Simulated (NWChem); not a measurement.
System: C2H7NZr; SMILES [CH3][Zr]([CH3])=[NH]

Input file for NWChem:

```
start job
memory heap 200 mb stack 900 mb global 1100 mb
geometry units angstroms
  Zr     0.263763     0.143685    -0.092299
  N     -0.059620    -1.323775    -1.239408
  H     -0.898655    -1.932842    -1.104499
  C      0.255530    -0.810546     1.944419
  H     -0.726952    -1.318346     2.036867
  H      0.332047    -0.084392     2.772198
  H      1.033179    -1.576865     2.092649
  C     -1.658371     1.303749    -0.225798
  H     -2.447994     0.623331     0.155601
  H     -1.941555     1.588501    -1.251904
  H     -1.677123     2.214922     0.396639
end
basis spherical
  * library def2-svp
end
ecp
  Zr library def2-ecp
end
dft
  xc pbe0
  iterations 150
end
driver
  maxiter 120
end
task dft optimize
```

NWChem printed, in part:

```
             Northwest Computational Chemistry Package (NWChem) 7.3.0
             --------------------------------------------------------

 C1  symmetry detected

                             Geometry "geometry" -> ""
                             -------------------------

 Output coordinates in angstroms (scale by  1.889725989 to convert to a.u.)

  No.       Tag          Charge          X              Y              Z
 ---- ---------------- ---------- -------------- -------------- --------------
    1 Zr                  40.0000    -0.11691694     0.00015548     0.37713967
    2 N                    7.0000    -1.72992122    -0.00514117    -0.60879320
    3 H                    1.0000    -1.71726838    -0.01256066    -1.65422500
    4 C                    6.0000     0.96016555     1.79403457    -0.44792755
    5 H                    1.0000     1.03631061     1.62466145    -1.54209072
    6 H                    1.0000     1.98652145     1.91003235    -0.05868388
    7 H                    1.0000     0.43232543     2.75017784    -0.30256678
    8 C                    6.0000     0.96755740    -1.78968498    -0.44660550
    9 H                    1.0000     1.12030332    -1.57907551    -1.52560998
   10 H                    1.0000     0.39989979    -2.73144699    -0.37575668
   11 H                    1.0000     1.96169645    -1.95811694     0.00209697

 Effective nuclear repulsion energy (a.u.)     300.4980291175

                                Z-matrix (autoz)
                                --------

 Units are Angstrom for bonds and degrees for angles

      Type          Name      I     J     K     L     M      Value
      ----------- --------  ----- ----- ----- ----- ----- ----------
    1 Stretch                  1     2                       1.89047
    2 Stretch                  1     4                       2.24919
    3 Stretch                  1     8                       2.24904
    4 Stretch                  2     3                       1.04553
    5 Stretch                  4     5                       1.10981
    6 Stretch                  4     6                       1.10380
    7 Stretch                  4     7                       1.10180
    8 Stretch                  8     9                       1.10993
    9 Stretch                  8    10                       1.10189
   10 Stretch                  8    11                       1.10364
   11 Bend                     1     2     3               120.74186
   12 Bend                     1     4     5               105.83053
   13 Bend                     1     4     6               113.56164
   14 Bend                     1     4     7               114.47650
   15 Bend                     1     8     9               105.74829
   16 Bend                     1     8    10               114.09259
   17 Bend                     1     8    11               114.01006
   18 Bend                     2     1     4               102.68051
   19 Bend                     2     1     8               102.60189
   20 Bend                     4     1     8               105.63188
   21 Bend                     5     4     6               107.45215
   22 Bend                     5     4     7               107.18031
   23 Bend                     6     4     7               107.92303
   24 Bend                     9     8    10               107.19216
   25 Bend                     9     8    11               107.47170
   26 Bend                    10     8    11               107.90713
   27 Torsion                  2     1     4     5         -56.65418
   28 Torsion                  2     1     4     6        -174.28275
   29 Torsion                  2     1     4     7          61.14799
   30 Torsion                  2     1     8     9          61.49459
   31 Torsion                  2     1     8    10         -56.05462
   32 Torsion                  2     1     8    11         179.34109
   33 Torsion                  3     2     1     4          55.15127
   34 Torsion                  3     2     1     8         -54.31864
   35 Torsion                  4     1     8     9         -45.73046
   36 Torsion                  4     1     8    10        -163.27968
   37 Torsion                  4     1     8    11          72.11604
   38 Torsion                  5     4     1     8          50.51390
   39 Torsion                  6     4     1     8         -67.11467
   40 Torsion                  7     4     1     8         168.31607

[...]

      ----------------------
      Optimization converged
      ----------------------

  Step       Energy      Delta E   Gmax     Grms     Xrms     Xmax
  ---- ---------------- -------- -------- -------- -------- --------
@   15    -181.91992658 -3.3D-08  0.00002  0.00001  0.00026  0.00069
                                     ok       ok       ok       ok

                                Z-matrix (autoz)
                                --------

 Units are Angstrom for bonds and degrees for angles

      Type          Name      I     J     K     L     M      Value     Gradient
      ----------- --------  ----- ----- ----- ----- ----- ---------- ----------
    1 Stretch                  1     2                       1.80054   -0.00000
    2 Stretch                  1     4                       2.24250   -0.00002
    3 Stretch                  1     8                       2.24239   -0.00002
    4 Stretch                  2     3                       1.01647   -0.00001
    5 Stretch                  4     5                       1.10526   -0.00000
    6 Stretch                  4     6                       1.10819    0.00000
    7 Stretch                  4     7                       1.10434    0.00000
    8 Stretch                  8     9                       1.10536   -0.00000
    9 Stretch                  8    10                       1.10423   -0.00000
   10 Stretch                  8    11                       1.10821    0.00000
   11 Bend                     1     2     3               171.74775   -0.00000
   12 Bend                     1     4     5               108.91842    0.00001
   13 Bend                     1     4     6               111.95023   -0.00001
   14 Bend                     1     4     7               114.11408   -0.00000
   15 Bend                     1     8     9               108.77370    0.00000
   16 Bend                     1     8    10               114.23924    0.00001
   17 Bend                     1     8    11               111.96048   -0.00001
   18 Bend                     2     1     4               105.62694    0.00000
   19 Bend                     2     1     8               105.63633    0.00000
   20 Bend                     4     1     8               105.79292   -0.00000
   21 Bend                     5     4     6               107.03015   -0.00000
   22 Bend                     5     4     7               106.38060   -0.00000
   23 Bend                     6     4     7               108.07420    0.00000
   24 Bend                     9     8    10               106.39229   -0.00000
   25 Bend                     9     8    11               107.00756    0.00000
   26 Bend                    10     8    11               108.08594    0.00000
   27 Torsion                  2     1     4     5         -62.07251   -0.00000
   28 Torsion                  2     1     4     6         179.76821   -0.00000
   29 Torsion                  2     1     4     7          56.61539    0.00000
   30 Torsion                  2     1     8     9          62.71846    0.00001
   31 Torsion                  2     1     8    10         -55.96259    0.00000
   32 Torsion                  2     1     8    11        -179.23649    0.00000
   33 Torsion                  3     2     1     4          56.25585    0.00000
   34 Torsion                  3     2     1     8         -55.56814    0.00000
   35 Torsion                  4     1     8     9         -48.98859    0.00000
   36 Torsion                  4     1     8    10        -167.66965   -0.00000
   37 Torsion                  4     1     8    11          69.05645    0.00000
   38 Torsion                  5     4     1     8          49.64115    0.00000
   39 Torsion                  6     4     1     8         -68.51813   -0.00000
   40 Torsion                  7     4     1     8         168.32905    0.00000

                         Geometry "geometry" -> "geometry"
                         ---------------------------------

 Output coordinates in angstroms (scale by  1.889725989 to convert to a.u.)

  No.       Tag          Charge          X              Y              Z
 ---- ---------------- ---------- -------------- -------------- --------------
    1 Zr                  40.0000    -0.14912010    -0.00268442     0.21437910
    2 N                    7.0000    -1.65077335    -0.00140662    -0.77909092
    3 H                    1.0000    -2.40923692    -0.00117247    -1.45581238
    4 C                    6.0000     1.02089835     1.78870155    -0.45703005
    5 H                    1.0000     1.27785415     1.66906740    -1.52532554
    6 H                    1.0000     1.97525477     1.89151105     0.09679826
    7 H                    1.0000     0.47189706     2.74328218    -0.37376349
    8 C                    6.0000     1.02434256    -1.78819019    -0.46624921
    9 H                    1.0000     1.28988062    -1.65460338    -1.53089214
   10 H                    1.0000     0.47518352    -2.74385849    -0.39958578
   11 H                    1.0000     1.97449277    -1.89761119     0.09354953

 Effective nuclear repulsion energy (a.u.)     303.7712089117

                Final and change from initial internal coordinates
                --------------------------------------------------

                                Z-matrix (autoz)
                                --------

 Units are Angstrom for bonds and degrees for angles

[...]
```

Level: PBE0/def2-SVP with def2 effective core potentials on Zr. Not confirmed as a minimum by frequencies. def2 effective core potentials on Zr; no spin-orbit coupling.
